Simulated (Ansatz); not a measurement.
The same redistribution along the group Al, Ga, In.

Computed with Ansatz on PBE0-D4/def2-TZVP structures; ΔE is electronic, products minus reactants. CCSD(T)/CBS adds triple-zeta CCSD(T) − MP2 to the extrapolated MP2 energy (def2 sets, frozen cores). Functionals use def2-TZVPP. B3LYP here is the variant with VWN-RPA as its local correlation; programs differ in this. def2 core potentials past Kr. For Br, Ga, Hf, In outer-core shells are correlated without core-valence functions, which leaves a few kJ/mol of doubt a bond. Scalar relativity is left out up to krypton. One conformer a species, not always the lowest.

```
                                                                                           reaction  B2PLYP (kcal/mol)  ωB97M-V (kcal/mol)  B3LYP-D4 (kcal/mol)  CCSD(T)/CBS(def2) (kcal/mol)
`[NH2][Al]([F])[SH]` + `[OH][Hf]([F])([Cl])[Br]` → `[OH][Al]([F])[SH]` + `[NH2][Hf]([F])([Cl])[Br]`                5.8                 6.2                  5.8                           5.6
`[NH2][Ga]([F])[SH]` + `[OH][Hf]([F])([Cl])[Br]` → `[OH][Ga]([F])[SH]` + `[NH2][Hf]([F])([Cl])[Br]`               11.6                12.2                 11.6                          12.3
`[NH2][In]([F])[SH]` + `[OH][Hf]([F])([Cl])[Br]` → `[OH][In]([F])[SH]` + `[NH2][Hf]([F])([Cl])[Br]`               12.2                12.6                 11.9                          12.3
```

Largest T1 diagnostic: 0.016, for `[OH][In]([F])[SH]`.
